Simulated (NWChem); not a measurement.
**Total energies of Zn**

SMILES: [Zn]
```xyz
1

Zn     0.0000     0.0000     0.0000
```
Charge 0, spin multiplicity 1.

Everything below was run with NWChem.

Basis set: def2-SVP (31 functions).

| method | total energy (Ha) |
|---|---|
| RHF | -1777.56148 |
| MP2 | -1777.84874 |
| B2PLYP | -1778.79867 |
| PBE | -1778.85404 |
| B3LYP | -1779.18542 |
| BLYP | -1779.21486 |
| CCSD(T) | -1777.84549 |

Total energies of different functionals aren't comparable as a measure of quality: only differences taken within one method are. 

The correlated methods keep 9 core orbitals frozen. B3LYP has NWChem's definition, with VWN1-RPA local correlation. Coupled-cluster values serve here as a point of comparison, not as the truth.
